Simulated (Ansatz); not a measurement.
Consider the hydrogenolysis of a C–O bond: `OC1(F)BN1` + H₂ → `FC1BN1` + H₂O.

Calculated with Ansatz (gas phase, PBE0-D4/def2-TZVP geometries, no zero-point term in ΔE). CBS: MP2 limit from def2 TZ/QZ plus the TZ coupled-cluster correction, frozen cores. This one scheme is used for every species. DFT in def2-TZVPP. One conformer a species, not always the lowest.

`OC1(F)BN1`:

```xyz
8

O     1.559   -0.318   -0.058
C     0.340    0.299   -0.058
F     0.486    1.569    0.463
B    -0.870   -0.096   -0.922
N    -0.815   -0.378    0.409
H     1.999   -0.130    0.780
H    -1.536   -0.196   -1.893
H    -1.163   -0.751    1.279
```

H₂:

Cartesian coordinates in Å:
```
H -0.151 0.227 -0.255
H 0.151 -0.227 0.255
```

`FC1BN1`:

```xyz
7

F     0.598   -1.510   -0.817
C     0.565   -0.195   -0.388
B    -0.788    0.545   -0.266
N    -0.155    0.030    0.814
H     1.564    0.222   -0.491
H    -1.756    1.112   -0.637
H    -0.029   -0.204    1.785
```

H₂O:

Cartesian coordinates in Å:
```
O 0.326 0.128 -0.170
H -0.490 0.614 -0.032
H 0.164 -0.742 0.201
```

Problem. Is it downhill or uphill in electronic energy at CCSD(T)/CBS, and by how much? (Estimate.)

Solution. Computed: Downhill: ΔE = -71.1 kJ/mol.

Problem. What do these levels give: revPBE-D4, r2SCAN-D4, B97M-V, PBE0-D4, ωB97X-V, revPBE, r2SCAN, LC-ωPBE, RPA@PBE/def2-TZVPP, CCSD/def2-SVP, SCS-MP2/def2-TZVPP, HF/CBS(def2)? (An estimate is asked.)

Solution. The calculation gave: revPBE-D4 -55.2, r2SCAN-D4 -57.3, B97M-V -62.8, PBE0-D4 -62.9, ωB97X-V -60.2, revPBE -64.9, r2SCAN -58.0, LC-ωPBE -65.5, RPA@PBE/def2-TZVPP -64.9, CCSD/def2-SVP -51.6, SCS-MP2/def2-TZVPP -69.4, HF/CBS(def2) -76.0 kJ/mol.

Largest T1 diagnostic among the species: 0.014.

From BLYP to BHLYP (50 % exact exchange), in def2-TZVPP and without D4, ΔE moves by −4.8 kJ/mol. In def2-TZVPP, CCSD(T) changes the Hartree–Fock value by +7.8 kJ/mol (the triples alone add +3.9 kJ/mol) and MP2 by +6.1 kJ/mol.
